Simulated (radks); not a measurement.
The numbers below are computed, except where a source is named.
Isoelectronic series with 2 electrons, all held in the configuration [He], which need not be the ground one along the series. Code: a radial shooting solver on a logarithmic mesh with Libxc functionals. Model: scalar-relativistic Kohn-Sham, PBEsol, spin-unpolarised, spherical densities, finite nucleus; Fermi nuclear charge, rms radius of each element as measured or else 0.836 A^(1/3) + 0.57 fm. Total energies (hartree) and mean radii <r> (bohr):

| ion | E (hartree) | 1s |
|---|---|---|
| He | -2.85786 | 0.9512 |
| Ne8+ | -93.67041 | 0.1562 |
| Ar16+ | -313.57112 | 0.08483 |
| Fe24+ | -664.89151 | 0.05794 |
| Se32+ | -1151.45055 | 0.04375 |
| Mo40+ | -1778.77588 | 0.03493 |
| Sn48+ | -2554.43259 | 0.02888 |
| Ce56+ | -3488.5174 | 0.02444 |
| Dy64+ | -4594.3495 | 0.02101 |
| W72+ | -5889.7182 | 0.01826 |
| Pb80+ | -7398.3645 | 0.01598 |
